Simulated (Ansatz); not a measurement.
`N[SiH]Br` radical, relaxed with UKS PBE-D4/def2-SVP in Ansatz from a rough embedded geometry. The force threshold is 0.03 eV/Å; the program also tests the step.

Total charge 0; spin multiplicity 2.

Start:

```xyz
6

N    -0.152    0.308   -0.921
Si    0.092   -0.936    0.136
Br    1.404   -0.027    1.637
H    -0.802    1.038   -0.459
H     0.694    0.823   -1.154
H    -1.236   -1.206    0.761
```

(1) By how much does the energy fall, and how many steps does the optimiser take? (Best estimate.)

(2) Which bonds change most? (An estimate is asked.)

(3) Give the relaxed structure. (Estimate.)

Answers

(1) The calculation gave: 50.69 kJ/mol, in 15 steps, 3 of them rejected.

(2) Ansatz gave: N1–Si2 from 1.651 to 1.740 Å; Si2–Br3 from 2.191 to 2.271 Å; N1–H4 from 1.080 to 1.024 Å; Si2–H6 from 1.493 to 1.516 Å.

(3) The calculation gave: 
```xyz
6

N    -0.126    0.588   -0.696
Si    0.116   -0.846    0.258
Br    1.653   -0.426    1.876
H    -1.045    0.779   -1.105
H     0.629    1.001   -1.248
H    -1.227   -1.097    0.915
```
